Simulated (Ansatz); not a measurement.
Br$_{2}$Ga (SMILES [Br][Ga][Br]), doublet, at a GFN2-xTB geometry (such geometries of metal compounds can be far from the true shape) (the spin is typed, not shown lowest); Ansatz (a program for electronic structure) with B97M-V/STO-3G.

Input for Ansatz:
Ansatz 0.2 input:
```yaml
crystal:
  periodic: [false, false, false]
  atoms:
    - {symbol: Ga, position_ang: [0.74424172, 0.37193216, 0.26857298]}
    - {symbol: Br, position_ang: [-0.64309419, 1.40267683, -1.42078963]}
    - {symbol: Br, position_ang: [-0.01609134, -1.73210247, 1.18291070]}
basis:
  gaussian:
    orbitals: STO-3G
hamiltonian:
  xc: {name: B97M-V}
magnetization: {spin_polarized: true, initial_magnetization: 1}
```

The log (banner, timings and long lists left out):

```
Functional definition: B97M-V
532 factors; integrals over basis functions are off by at most 2.7e-5 eV
mean field evaluation 1: about -189852.5928 eV, gradient 5.9e1 eV
mean field evaluation 2: about -190180.5064 eV, gradient 4.4e1 eV
mean field evaluation 4: about -190305.0621 eV, gradient 1.4e1 eV
mean field evaluation 8: about -190297.8463 eV, gradient 2.9e1 eV
mean field evaluation 16: about -190310.3713 eV, gradient 5.3e-3 eV
mean field evaluation 32: about -190251.3565 eV, gradient 9.6e1 eV
mean field evaluation 64: about -190310.2020 eV, gradient 2.4e0 eV
mean field evaluation 96: about -190309.6428 eV, gradient 1.7e0 eV
mean field evaluation 128: about -190309.2683 eV, gradient 5.6e0 eV
mean field -190310.37131582 eV, -6993.7771488536 hartree, gradient 1.1e-5 eV, S^2 0.751741; 16 other end points of the search recorded, 0 dependent functions left out
reference -190310.37134240 eV, -6993.7771498305 hartree; 51, 50 occupied and 3, 4 virtual orbitals, 532 factors
Total energy: -190310.37134240 eV, -6993.7771498305 hartree
```
